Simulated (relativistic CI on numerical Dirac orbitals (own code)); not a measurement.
## V IV: what numerical and physical settings do to a radial Dirac CI calculation

Reference input:

```
atom V  Z=23  charge=3  electrons=20
nucleus A=51  rms_radius_fm=3.6002
hamiltonian dirac-coulomb  breit=on  qed=on  c_scale=1
orbitals kli  potential=per-configuration
slater_scale 1
correlation none
mixing on
grid step=0.0125 r_max=37.3
scf mixing=0.4 start=green max_iterations=150 tolerance=2e-08 node_fill=0.05
configurations
  [Ar] 3d2
  [Ar] 3d 4s
  [Ar] 3d 4p
  [Ne] 3s2 3p5 3d3
  [Ar] 3d 4d
end
```

Computed lowest total energy -946.00330 Ha, first excitation 299.6 cm⁻¹, 54 SCF steps. Runs with settings changed; * marks those that are bad on purpose (the QED terms keep the true α when c is scaled):

```
                                                 Changed        Outcome  Lowest level   ΔE (Ha)  First excitation (cm⁻¹)  SCF steps                                          Message
     end of the grid at 111.9 bohr, start potential bare      converged  3p6 3d2 3F_2  1.02e-10                    299.6         68                                                 
                                      speed of light × 2      converged  3p6 3d2 3F_2       3.8                     75.2         55                                                 
QED terms off, SCF tolerance 1e-10, start potential bare      converged  3p6 3d2 3F_2    -0.205                    298.0         79                                                 
        Breit term off, node fill of the KLI weights 0.5      converged  3p6 3d2 3F_2    -0.294                    368.4         57                                                 
                                     iteration limit 1 *  not converged                                                           1  SCF of 1s2 2s2 2p6 3s2 3p6 3d2 did not converge
                              nuclear radius 36.002 fm *      converged  3p6 3d2 3F_2     0.198                    299.6         54
```

With so few configurations and no correlation, terms lie too far apart (by 10 to 50 % near neutrality), their order can be wrong, and levels of other configurations are missing.
